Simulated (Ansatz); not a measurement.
Born–Oppenheimer molecular dynamics of CH₄F₂O₂Si (10 atoms, charge 0, multiplicity 1). It goes on from the last frame of an earlier run, with new velocities.

Computed with RKS PBE/6-31G in Ansatz 0.2.0.

```
ensemble                      : NVE (velocity Verlet)
time step                     : 0.5 fs
steps asked                   : 250
starting velocities drawn for : 500 K
seed                          : 594553
```

First frame:

```xyz
10
Properties=species:S:1:pos:R:3
Si -0.021 -0.070 0.131
O -0.180 0.181 1.749
C -1.073 -0.241 2.779
H -1.706 -1.154 2.473
H -0.472 -0.481 3.677
H -1.803 0.604 3.014
F 1.581 -0.363 -0.363
F -0.553 1.243 -0.753
O -0.992 -1.388 -0.299
H -1.323 -1.499 -1.221
```

Task: How far do the bonds stretch over the last three quarters of this one trajectory? (Pairs bonded in most of those frames.)

Result: 
```csv
bond,mean (Å),spread (Å),shortest,longest
Si1–O2,1.694,0.010,1.67,1.71
Si1–F7,1.693,0.031,1.62,1.73
Si1–F8,1.691,0.019,1.66,1.72
Si1–O9,1.699,0.029,1.64,1.75
O2–C3,1.476,0.034,1.41,1.53
C3–H4,1.103,0.026,1.05,1.15
C3–H5,1.102,0.017,1.07,1.14
C3–H6,1.115,0.053,1.02,1.20
O9–H10,0.979,0.005,0.97,0.99
```

Mean temperature of the second half: 351 K. The conserved energy stayed within 0.2 meV per atom of its start (net change 0.02 meV per atom), so the integration is sound. A run of 0.12 ps of so small a system gives no equilibrium averages. Limits of this set-up: no polarisation functions.

The run took 12 min on 1 thread of Arm Neoverse V2, with other jobs on the host, peak memory 0.11 GiB.
